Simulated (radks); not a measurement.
The numbers below are computed, except where a source is named.
All-electron atom: Ce V in [Xe]. Level of theory: scalar-relativistic Kohn-Sham, LB94 model potential, spin-polarised, spherical densities, finite nucleus; Fermi nuclear charge, rms radius 4.8771 fm (a radial shooting solver on a logarithmic mesh with Libxc functionals).

Unscreened Slater integrals over Kohn-Sham orbitals (eV). They are taken over the spin-up orbitals.

| integral | value |
|---|---|
| F0(5p,5p) | 14.894 |
| F2(5p,5p) | 8.0501 |
| F0(5p,5s) | 15.759 |
| G1(5p,5s) | 10.598 |
| F0(5p,4d) | 18.483 |
| F2(5p,4d) | 5.5381 |
| G1(5p,4d) | 1.5861 |
| G3(5p,4d) | 1.5580 |
| F0(5p,4p) | 18.700 |
| F2(5p,4p) | 5.1093 |
| G0(5p,4p) | 1.0232 |
| G2(5p,4p) | 1.3306 |
| F0(5s,5s) | 16.853 |
| F0(5s,4d) | 20.516 |
| G2(5s,4d) | 2.3327 |
| F0(5s,4p) | 20.799 |
| G1(5s,4p) | 1.6604 |
| F0(4d,4d) | 33.344 |
| F2(4d,4d) | 17.018 |
| F4(4d,4d) | 11.397 |
| F0(4d,4p) | 34.739 |
| F2(4d,4p) | 17.863 |
| G1(4d,4p) | 22.718 |
| G3(4d,4p) | 14.217 |
| F0(4p,4p) | 36.359 |
| F2(4p,4p) | 19.113 |
